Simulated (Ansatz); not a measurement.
`[CH3][GeH2][SeH]`, charge 0, multiplicity 1.

Question: Give a relaxed structure at PBE0-D4/def2-TZVP (Ansatz 0.2.0). (Estimate.)

Answer: Computed: 
```xyz
9

C    -0.4025    0.8989    0.8001
Ge    0.6866   -0.4892   -0.0271
Se   -0.6198   -1.8334   -1.4667
H    -0.8132    1.5582    0.0347
H    -1.2255    0.4428    1.3502
H     0.2041    1.4920    1.4871
H     1.2312   -1.4825    1.0127
H     1.8525    0.1248   -0.8230
H    -0.9134   -0.7116   -2.3681
```
This is one stationary point; other conformers may exist.
